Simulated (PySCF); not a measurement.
**Substituent chemical shifts**

Parent skeleton `[CH3:1][NH:2][CH2:3][CH:4]([SiH3:5])[SiH3:6]`; one hydrogen on atom 2 is replaced by X. Hydrogens on one atom are averaged.

Method: GFN2-xTB structure, GIAO PBE0/pcSseg-1 shieldings, in PySCF 2.14.0 with density-fitted response routines (fast rotation and ring inversion assumed for equivalent nuclei, gas phase, single conformer, non-relativistic Hamiltonian).

δ = σ(ref) − σ, references computed at the same level: 13C (σref 186.93), 29Si (σref 349.16), 1H (σref 31.72) against TMS; 15N (σref 267.73) against NH3.

Parent (X = H): C1 38.9, N2 69.8, C3 54.5, C4 5.5, Si5/Si6 -73.9, H(C1) 2.65, H(C3) 2.63, H(C4) 0.58, H(Si5)/H(Si6) 3.86 ppm. Effects are Δδ = δ(X) − δ(H), positive for deshielding.

Known members:
```tsv
X	C1	N2	C3	C4	Si5/Si6	H(C1)	H(C3)	H(C4)	H(Si5)/H(Si6)
CHO	-4.3	+69.5	-7.9	-1.8	+4.6	+0.30	+0.95	+0.06	+0.03
```

Four more derivatives gave (Δδ, ppm):
| compound | C1 | N2 | C3 | C4 | Si5/Si6 | H(C1) | H(C3) | H(C4) | H(Si5)/H(Si6) |
| --- | --- | --- | --- | --- | --- | --- | --- | --- | --- |
| 1 | +7.1 | -9.6 | +4.6 | -1.7 | -2.0 | -0.39 | -0.43 | +0.31 | -0.04 |
| 2 | -4.4 | +26.8 | +6.1 | +1.4 | +3.5 | +0.04 | +0.62 | +0.28 | -0.01 |
| 3 | -0.1 | +4.5 | +5.9 | -0.9 | -3.4 | -0.51 | -0.33 | +0.41 | -0.03 |
| 4 | +3.0 | +66.8 | +5.4 | +1.0 | -0.3 | +0.38 | +0.97 | -0.21 | +0.15 |

**Question.** Their substituents are C2H5, CH3, COCH3, vinyl. Which is which?

**Answer.** 1: X = CH3 (CN(C)CC([SiH3])[SiH3]); 2: X = vinyl (C=CN(C)CC([SiH3])[SiH3]); 3: X = C2H5 (CCN(C)CC([SiH3])[SiH3]); 4: X = COCH3 (CC(=O)N(C)CC([SiH3])[SiH3]).

Experimental scales use liquid or dissolved standards, which lie at an offset from isolated NH3 (liquid NH3: subtract about 20 ppm).
